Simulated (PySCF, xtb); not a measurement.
ClH₂NS₂W, SMILES [NH2][W](=[S])(=[S])[Cl], multiplicity 1.

xtb with GFN2-xTB at its own geometry gives an orbital gap of 1.79 eV and a dipole moment of 6.00 D.

Coordinates come from a PBE-D3(BJ)/def2-SVP optimisation. The spin state was assumed, not searched. The structure was generated by enumeration; whether it is a known compound was not checked. The def2 effective core potentials stand for the cores of W; spin–orbit coupling is left out. Other conformers were not sampled.

**Question.** What does PBE/def2-TZVP (PySCF) give? (An estimate is asked for; the answer gives what the named calculation found.)

**Answer.** gap 2.59 eV (levels -6.25 and -3.66 eV), dipole 3.62 D.
